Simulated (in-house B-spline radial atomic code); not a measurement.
Successive ionisation energies of nickel; each step leads to the configuration of the next row (after the last: [Ne] 3s2 3p5). NIST's values go from ground level to ground level; the uncertainty of those that are theory runs from under 0.1 % in few-electron ions to several per cent in heavy many-electron ones. Computed with a B-spline radial code for spherical atoms: non-relativistic Hartree-Fock, average of the configuration, point nuclei.

Some pairs differ by more than the removed electron.

```csv
ion,configuration,ionisation energy (eV),tabulated value (eV),tabulated kind,computed minus tabulated (eV),highest orbital,largest mean radius (bohr)
Ni,[Ar] 3d8 4s2,6.1,7.639878,measured,-1.5,4s,3.0551
Ni+,[Ar] 3d9,16.8,18.16884,measured,-1.4,3d,1.0329
Ni2+,[Ar] 3d8,34.8,35.187,measured,-0.4,3d,0.94582
Ni3+,[Ar] 3d7,55.5,54.92,semi-empirical,0.6,3d,0.88164
Ni4+,[Ar] 3d6,78.5,76.06,semi-empirical,2.5,3d,0.83078
Ni5+,[Ar] 3d5,103.7,108,semi-empirical,-4.3,3d,0.78861
Ni6+,[Ar] 3d4,130.9,132,tabulated theory,-1.1,3d,0.75257
Ni7+,[Ar] 3d3,160.0,162,tabulated theory,-2.0,3d,0.72109
Ni8+,[Ar] 3d2,190.9,193.2,semi-empirical,-2.3,3d,0.70621
Ni9+,[Ar] 3d1,223.6,224.7,semi-empirical,-1.1,3d,0.69242
Ni10+,[Ne] 3s2 3p6,318.5,319.5,semi-empirical,-1.0,3p,0.67888
```

Problem. Where is the largest jump?

Solution. From Ni to Ni+, by a factor of 2.74 (6.1152 to 16.784 eV); the highest orbital goes from 4s to 3d.

Problem. How far is this level of theory from the measured and semi-empirical values?

Solution. Over those 9 rows the differences run from -4.27 to +2.48 eV (mean absolute value 1.7 eV). The calculation leaves out relativity, correlation and, in open shells, the multiplet splittings that an average leaves out.
